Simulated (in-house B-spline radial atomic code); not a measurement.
Values are calculated unless marked as measured or tabulated.
## Correlation energy from the adiabatic connection: ω²r²/2 − Z/r, ω = 0.0185, Z = 0.7

Two electrons in a singlet, external potential ω²r²/2 − Z/r, ω = 0.0185, Z = 0.7 (atomic units). Full CI in B-splines (partial waves to l = 8, correlation up to 0.6 % small) with the density held fixed gives W(λ) = <V_ee>_λ − U, and E_c is the integral of W(λ) − W(0) from 0 to 1.

```csv
λ,W(λ) − W(0) (hartree)
0,0.00000
0.02,-0.00393
0.05,-0.00940
0.12,-0.02011
0.25,-0.03396
0.4,-0.04417
0.6,-0.05295
0.8,-0.05885
1,-0.06314
```

(1) Integrate the table by the trapezoid rule.

(2) Now use only three numbers: W(0) = -0.21752, the initial slope W'(0) = -0.2025 (extrapolated from the first points) and the strong-coupling limit of the point-charge-plus-continuum model, W∞ = -0.32215. What do second-order theory and the interpolation W(λ) = W∞ + (W(0) − W∞)/√(1 + 2χλ) of Seidl, Perdew and Levy give?

Results:

(1) The strips give -0.00004, -0.00020, -0.00103, -0.00351, -0.00586, -0.00971, -0.01118, -0.01220, which sum to -0.04374 hartree. The direct value, W(1) − W(0) + T_c with T_c = 0.01914, is -0.04400; the curve is convex, so chords lie above it and the trapezoids fall short in size by 0.59 %.

(2) Second order keeps the slope alone: E_c = W'(0)/2 = -0.10125, +130 % in size against -0.04400. Matching the slope fixes χ = W'(0)/(W∞ − W(0)) = -0.2025/(-0.10463) = 1.93539. Integrating, with s = √(1 + 2χ) = 2.206985, E_c = −(W(0) − W∞)(s − 1)/(s + 1) = −0.10463 × 1.206985/3.206985 = -0.03938 hartree, -10.5 % in size against the full result. At λ = 1 the formula gives W − W(0) = -0.05722 against -0.06314. Part of the miss can come from the model's W∞.
